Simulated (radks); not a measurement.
Results of a calculation; reference values are marked as such.
Problem. All-electron atom: Pr2+ in [Kr] 4d10 4f3 5p6 6p2 (not the ground configuration). Code: a radial shooting solver on a logarithmic mesh with Libxc functionals. Model: Dirac Kohn-Sham, PBE, spin-unpolarised, spherical densities, point nucleus; open shells fill j = l - 1/2 first. Some entries of the table are withheld. Estimate them.

orbital  occ.  eigenvalue (Ry)  <1/r> (bohr^-1)
1s1/2       2        -3072.794              (1)
2s1/2       2        -495.7765            15.28
2p1/2       2        -468.6473            15.26
2p3/2       4        -433.1998            13.77
3s1/2       2        -108.4725            5.527
3p1/2       2        -96.94077              (2)
3p3/2       4        -89.91637              (3)
3d3/2       4        -69.81001            4.935
3d5/2       6        -68.29584            4.841
4s1/2       2        -23.11818            2.290
4p1/2       2        -18.80419            2.184
4p3/2       4        -17.29475            2.061
4d3/2       4        -10.21261            1.841
4d5/2       6         -9.94750            1.811
5p1/2       2         -3.43754           0.8154
5p3/2       4         -3.20130           0.7754
4f5/2       3         -1.97396            1.275
4f7/2       0         -1.94564            1.264
6p1/2       2              (4)           0.3280
6p3/2       0              (5)           0.3166

Solution. 
(1) 1s1/2 <1/r> (bohr^-1): 64.70
(2) 3p1/2 <1/r> (bohr^-1): 5.440
(3) 3p3/2 <1/r> (bohr^-1): 5.067
(4) 6p1/2 eigenvalue (Ry): -1.00068
(5) 6p3/2 eigenvalue (Ry): -0.95988
